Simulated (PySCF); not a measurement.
Spin states of MgSb

Unrestricted PBE0; basis Mg cc-pVDZ, Sb cc-pVDZ-PP with ECP28; scalar-relativistic core potentials; PySCF 2.14. Outer shells of the fragments: Mg 3s2; Sb 4d10 5s2 5p3.

Followed along the bond (rough minima from three points):

```
2Ms+1   unpaired  ⟨S²⟩ at the start  R at minimum (Å)  Te (eV)
    4  σ ↑, π ↑↑               3.76              2.89     0.00
    2  σ ↓, π ↑↑               1.76              2.82     0.19
    2  σ ↑, π ↑↓               1.76              2.84     0.42
    2        π ↑               0.85              2.60     0.43
    2        σ ↑               0.75              2.82     1.30
```

Solutions found at the starting distance of 2.720 Å, counted from the lowest of them; the search is not exhaustive and high or unbound solutions are not listed, so other states can lie among these:

```json
{"2Ms+1": "4", "unpaired": "σ ↑, π ↑↑", "term": "⁴Σ⁻", "E (eV)": "0.00", "⟨S²⟩": "3.76", "⟨Lz²⟩": "0.00", "μ (D)": "-1.03"}
{"2Ms+1": "2", "unpaired": "σ ↓, π ↑↑", "term": "mixed", "E (eV)": "0.17", "⟨S²⟩": "1.76", "⟨Lz²⟩": "0.00", "μ (D)": "-1.31"}
{"2Ms+1": "2", "unpaired": "σ ↑, π ↑↓", "term": "mixed", "E (eV)": "0.40", "⟨S²⟩": "1.76", "⟨Lz²⟩": "2.01", "μ (D)": "-1.14"}
{"2Ms+1": "2", "unpaired": "π ↑", "term": "²Π", "E (eV)": "0.43", "⟨S²⟩": "0.85", "⟨Lz²⟩": "1.01", "μ (D)": "-4.61"}
{"2Ms+1": "2", "unpaired": "σ ↑", "term": "mixed", "E (eV)": "1.29", "⟨S²⟩": "0.75", "⟨Lz²⟩": "2.00", "μ (D)": "-0.96"}
{"2Ms+1": "4", "unpaired": "σ ↑↑, π ↑", "term": "⁴Π", "E (eV)": "1.71", "⟨S²⟩": "3.76", "⟨Lz²⟩": "1.02", "μ (D)": "-2.52"}
{"2Ms+1": "4", "unpaired": "π ↑↑↑", "term": "⁴Π", "E (eV)": "2.35", "⟨S²⟩": "3.76", "⟨Lz²⟩": "1.00", "μ (D)": "-1.02"}
{"2Ms+1": "2", "unpaired": "π ↑", "term": "²Π", "E (eV)": "3.05", "⟨S²⟩": "0.75", "⟨Lz²⟩": "1.00", "μ (D)": "5.26"}
```

A term symbol is given only where ⟨S²⟩ and ⟨Lz²⟩ are close to those of a pure state; real π, δ and φ orbitals otherwise mix terms. A positive dipole means Mg(−)Sb(+).

Spin–orbit coupling is left out.
